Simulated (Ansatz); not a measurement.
Gas-phase reaction R1 → P1 + P2, each structure at its B3LYP-D3(BJ)/def2-TZVP stationary point, reached from a drawn start (curvature not checked).
R1, CHCl3 (SMILES ClC(Cl)Cl) (charge 0, multiplicity 1, Z-matrix in Å and degrees):
```
C
H 1 1.0815
Cl 1 1.7758 2 107.69
Cl 1 1.7758 2 107.69 3 120.00
Cl 1 1.7758 2 107.69 3 -120.00
```
P1, CHCl2 (SMILES Cl[CH]Cl) (charge 0, multiplicity 2):
```tsv
atom	x (Å)	y (Å)	z (Å)
C	0.0077	0.1600	0.1410
Cl	1.4750	-0.6688	-0.1106
Cl	-1.4629	-0.6986	0.0842
H	-0.0198	1.2074	-0.1146
```
P2: Cl atom, charge 0, multiplicity 2.

P less R. No zero-point or thermal terms; singlets are restricted closed shells; open shells are unrestricted; no spin–orbit coupling.

Correlated levels freeze the cores. CBS: X⁻³ extrapolation of the correlation energy, Hartree–Fock from the larger set.

Codes used: Ansatz (an electronic-structure program). No computed number here is a measurement.

The comparison value is 76.99 kcal/mol (CCSD(T)/CBS(cc-pV(T+d)Z, cc-pV(Q+d)Z)). It is a level with limits of its own, not the exact answer.

### Question
Order these levels by how close they come to the comparison value for the reaction energy, closest first: revPBE/def2-TZVPP, CCSD(T)/cc-pV(D+d)Z, B97M-V/def2-TZVPP, SVWN5/def2-TZVPP. Give each level's value less the comparison value.

### Answer
B97M-V/def2-TZVPP (-1.86 kcal/mol), revPBE/def2-TZVPP (-6.71 kcal/mol), CCSD(T)/cc-pV(D+d)Z (-9.15 kcal/mol), SVWN5/def2-TZVPP (15.17 kcal/mol)
